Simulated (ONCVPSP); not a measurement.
Before and after: ONCV potential for Fe (Z = 26)

iron, optimised norm-conserving Vanderbilt (ONCV), made with ONCVPSP 4.0.1 (PBEsol, scalar-relativistic). Core [Ne], reference 3s2 3p6 3d6 4s0.5 (charge +1.5). Waves: 3s+4s: rc 1.35 bohr, ncon 4, nbas 8, qcut 7.5 1/bohr, 2 projectors; 3p: rc 0.90 bohr, ncon 4, nbas 8, qcut 8.8 1/bohr, 2 projectors, debl 3 Ha; 3d: rc 1.50 bohr, ncon 4, nbas 9, qcut 9.4 1/bohr, 3 projectors, debl 0.8 Ha. Local part: polynomial inside 0.80 bohr (lpopt 5, dvloc0 0 Ha). Core correction: Teter function, fcfact 4, rcfact 1.3.

All-electron outer shells of the reference configuration (PBEsol, scalar-relativistic, ld1.x):

| shell | level (eV) | outermost node (bohr) | outermost maximum (bohr) |
| --- | --- | --- | --- |
| 2p | -711.13 | – | 0.18 |
| 3s | -107.08 | 0.33 | 0.70 |
| 3p | -73.26 | 0.30 | 0.72 |
| 3d | -20.70 | – | 0.71 |
| 4s | -16.10 | 1.00 | 2.21 |

Change: fully relativistic.

Cutoffs: the cutoffs (Ha) at which the residual kinetic energy of the hardest occupied pseudo-wave falls to 1 and 0.1 mHa per electron; they do not see the model core or the augmentation charge, which bear on the density cutoff. Errors are all-electron minus pseudo energies relative to the spin-unpolarised reference configuration.

Question: Predict the effect on cutoff, ghosts and configuration errors.

Answer: The potential gets neither clearly harder nor softer (38 Ha and 203 Ha → 38 Ha and 206 Ha); of the 4 tests that both files solve, the error grows in 1 and shrinks in 2 by more than 15 % and 0.3 meV (median size 2.7 → 1.7 meV); neither file shows a bound ghost.

| quantity | base | changed |
| --- | --- | --- |
| cutoff, loose | 38 Ha | 38 Ha |
| cutoff, tight | 203 Ha | 206 Ha |
| loose cutoff by channel | s 21 Ha, p 32 Ha, d 38 Ha | s 21 Ha, p 32 Ha, d 38 Ha |
| bound ghosts | none | none |
| GHOST(+) flags under 300 eV | none | none |
| error for 3s2 3p6 3d6 4s2, meV [ΔE -15.85 eV] | +4.3 | +2.8 |
| error for 3s2 3p6 3d6 4s1, meV [ΔE -7.10 eV] | +1.0 | +0.3 |
| error for 3s2 3p6 3d6 4s0, meV [ΔE 9.02 eV] | -0.2 | +0.6 |
| error for 3s2 3p6 3d5 4s0, meV [ΔE 43.20 eV] | +53 | +55 |
| s: phases at 1.37 bohr within 0.05 rad from the reference energy up to (Ha; the scan ends near 5) | to the end of the scan | to the end of the scan |
| rms error of d²Exc/dni dnj with the model core, mHa | 0.84 | 6.73 |
